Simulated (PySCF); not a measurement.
Compound: trans-PtH2(PF3)2 (singlet state).
Bonds: Pt1–P3, Pt1–P8, P3–F4, P3–F5, P3–F6, P8–F9, P8–F10, P8–F11. Hydrogens: H2, H7 on Pt1.

Theory: PySCF, PBE0-D3(BJ)/def2-SVP geometry optimisation, gas phase, def2 core potentials past Kr.

What internal coordinates does the optimisation give?

```
                  bond  length (pm)
        Pt1–H2, Pt1–H7        164.6
        Pt1–P3, Pt1–P8        220.5
P3–F4 and 5 like bonds        157.2
```

Bonds in one row agree within 1 pm and their mean is given. A selection of angles:
```
    angle  degrees
H2–Pt1–P3     87.0
H2–Pt1–H7    179.8
H2–Pt1–P8     94.0
P3–Pt1–P8    178.8
H7–Pt1–P8     85.9
Pt1–P3–F4    116.0
Pt1–P3–F5    120.6
Pt1–P3–F6    118.9
 F4–P3–F5     99.3
 F5–P3–F6     98.2
Pt1–P8–F9    117.9
```

Pt1 (platinum bonded to 2 P and 2 H) is square planar (angles from 85.9° to 179.8°). All 6 F–P bonds measure 1.572 to 1.573 Å. P3 (phosphorus bonded to 3 F and Pt) is distorted tetrahedral (angles from 98.2° to 120.6°).

Point group: near Ci, missed by 0.13 Å at most; the miss may be what the optimiser left on a soft mode. No PBE0-D3(BJ)/def2-SVP frequencies stand behind this structure, so it isn't proved a minimum.
